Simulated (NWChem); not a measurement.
# BH3S3; SMILES SB(S)S

```xyz
7

B      0.0056     0.0111     0.0000
S     -1.7962    -0.1703     0.0000
H     -1.8252    -1.5206     0.0000
S      0.6023     1.7196     0.0000
H      1.9243     1.4522     0.0000
S      1.0257    -1.4833     0.0000
H      2.2441    -0.9023     0.0000
```
Atoms are numbered in this order, from 1.

Level: PBE0/def2-SVP (NWChem), optimised geometry, unscaled harmonic frequencies. 

Question: List the harmonic frequencies with IR intensities, and the thermochemistry.

Answer: 
```json
[
 {"frequency (cm⁻¹)": "71", "IR intensity (km/mol)": "4.1"},
 {"frequency (cm⁻¹)": "213", "IR intensity (km/mol)": "0.7"},
 {"frequency (cm⁻¹)": "234", "IR intensity (km/mol)": "3.9"},
 {"frequency (cm⁻¹)": "321", "IR intensity (km/mol)": "30.9"},
 {"frequency (cm⁻¹)": "370", "IR intensity (km/mol)": "18.4"},
 {"frequency (cm⁻¹)": "414", "IR intensity (km/mol)": "4.9"},
 {"frequency (cm⁻¹)": "448", "IR intensity (km/mol)": "0.1"},
 {"frequency (cm⁻¹)": "761", "IR intensity (km/mol)": "104.8"},
 {"frequency (cm⁻¹)": "791", "IR intensity (km/mol)": "22.8"},
 {"frequency (cm⁻¹)": "801", "IR intensity (km/mol)": "28.8"},
 {"frequency (cm⁻¹)": "1015", "IR intensity (km/mol)": "93.8"},
 {"frequency (cm⁻¹)": "1054", "IR intensity (km/mol)": "102.1"},
 {"frequency (cm⁻¹)": "2716", "IR intensity (km/mol)": "0.2"},
 {"frequency (cm⁻¹)": "2720", "IR intensity (km/mol)": "1.0"},
 {"frequency (cm⁻¹)": "2730", "IR intensity (km/mol)": "1.3"}
]
```

| Property | Result |
|---|---|
| zero-point energy | 20.9 kcal/mol |
| thermal correction to the enthalpy at 298.15 K (with zero-point energy) | 25.5 kcal/mol |
| heat capacity Cv | 20.2 cal/(mol K) |
| entropy at 298.15 K and 1 atm (symmetry number 1) | 80.4 cal/(mol K) |
| dipole moment | 1.91 D |

Rigid rotor and harmonic oscillator; modes under 100 cm⁻¹ make the entropy uncertain.
